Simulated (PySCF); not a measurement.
BFH5PSi.
Z-matrix (Å and degrees, PBE0-D3(BJ)/def2-SVP geometry), rows numbered from 1:
```
B 
P   1  1.8475
Si  2  2.2252  1  106.68
F   3  1.6262  2  109.99  1  -151.16
H   1  1.2050  2  120.00  3  -143.00
H   1  1.2065  2  118.33  3    44.43
H   2  1.4176  1  108.48  3   113.94
H   3  1.4882  2  111.89  1    90.38
H   3  1.4861  2  107.10  1   -33.69
```

Linear response at CAM-B3LYP/def2-SVPD (PySCF, frozen core in the response, non-relativistic). One conformer (not necessarily the lowest) at the PBE0-D3(BJ)/def2-SVP geometry, without solvent, vibrations or thermal averaging.

Static isotropic polarisability: 70.54 au (10.45 Å³), principal values 57.6, 68.2, 85.8 au.

What is the polarisability at 1064 nm and at the sodium D line?

71.47 au at 1064 nm (+1.3 %), 73.75 au at 589.3 nm (+4.6 %). The rise at 589.3 nm is 3.46 times that at 1064 nm; a pure ω² law gives 3.26. The lowest singlet lies at 247 nm, shorter than both wavelengths.

What is the isotropic C6 coefficient between two such molecules, C6 = (3/π)∫α(iω)² dω?

1651 au (Eh·bohr⁶) by a ten-point quadrature over imaginary frequencies, which is 986 eV·Å⁶ or 95.2 J·nm⁶/mol.

Which effective excitation energy ω̄ makes London's formula C6 = (3/4)α²ω̄ exact here?

ω̄ = 4·C6/(3α²) = 0.442 Eh = 12.0 eV. A one-pole form α(ω) = α/(1 − ω²/ω̄²) fitted to the 1064 nm value gives 10.2 eV. London's choice of the ionisation energy (9.75 eV, ΔSCF at the same level) gives C6 = 1340 au, 19 % too low.

What n − 1 at the D line would an ideal gas of it have at 273.15 K and 1 atm (2.6868 × 10¹⁹ cm⁻³), by n − 1 = 2π·N·α′?

18.45 × 10⁻⁴, a formal value whether or not that pressure can be reached.

How many electrons N does the Slater–Kirkwood formula C6 = (3/4)·√N·α^(3/2) need to give this C6?

N = (4·C6/3)²/α³ = 13.8; the species has 48 electrons in all.

What three-body coefficient follows from the one-pole estimate C9 = (3/4)·α·C6?

87300 au. This is an estimate from the two numbers above, not a computed integral.

The lowest 10 singlets have (eV, f): 5.02, 0.111; 5.82, 0.022; 6.23, 0.008; 6.31, 0.016; 6.62, 0.160; 7.30, 0.081; 7.41, 0.009; 7.47, 0.052; 7.76, 0.017; 7.99, 0.013. What share of the static polarisability do they carry in the sum over states α = Σ f/ω²?

9.21 au, 13.1 % of α; the largest term, 3.25 au, is that of the state at 5.02 eV. Their oscillator strengths add up to 0.49. Higher states carry the rest.

How anisotropic is the static polarisability, by Δα² = ½[(α1 − α2)² + (α2 − α3)² + (α3 − α1)²]?

Δα = 24.7 au, or 0.35 of the isotropic value.

The run took 58 s of wall time on Arm Neoverse N1, one thread, no GPU, shared host, and the process peaked at 0.63 GiB of memory. This is the whole response run at CAM-B3LYP/def2-SVPD, SCF included.
